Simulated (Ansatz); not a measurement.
Consider the redistribution: `CB(O)Br` + `C=C(N)[SiH2][SiH3]` → `C=C(N)B(C)O` + `[SiH3][SiH2]Br`.

Computed with Ansatz on PBE0-D4/def2-TZVP structures; ΔE is electronic, products minus reactants. CCSD(T)/CBS is the MP2 limit (def2-TZVPP, def2-QZVPP) plus CCSD(T) − MP2 in def2-TZVPP, frozen cores. DFT in def2-TZVPP. For Br outer-core shells are correlated without core-valence functions, which leaves a few kJ/mol of doubt a bond. Scalar relativity is left out up to krypton. One conformer a species, not always the lowest.

**Question.** Is it downhill or uphill in electronic energy at CCSD(T)/CBS, and by how much? (An estimate is asked.)

**Answer.** Computed: Downhill: ΔE = -20.8 kJ/mol.

**Question.** What do these levels give: r2SCAN-D4, PBE0-D4, B2PLYP, r2SCAN, SCS-MP2/def2-TZVPP, CCSD/def2-TZVPP? (An estimate is asked.)

**Answer.** Ansatz gave: r2SCAN-D4 -20.2, PBE0-D4 -20.5, B2PLYP -21.3, r2SCAN -20.6, SCS-MP2/def2-TZVPP -18.3, CCSD/def2-TZVPP -19.8 kJ/mol.

Largest T1 diagnostic among the species: 0.013.

In def2-TZVPP, CCSD(T) changes the Hartree–Fock value by +10.6 kJ/mol (the triples alone add +2.1 kJ/mol) and MP2 by +11.8 kJ/mol.
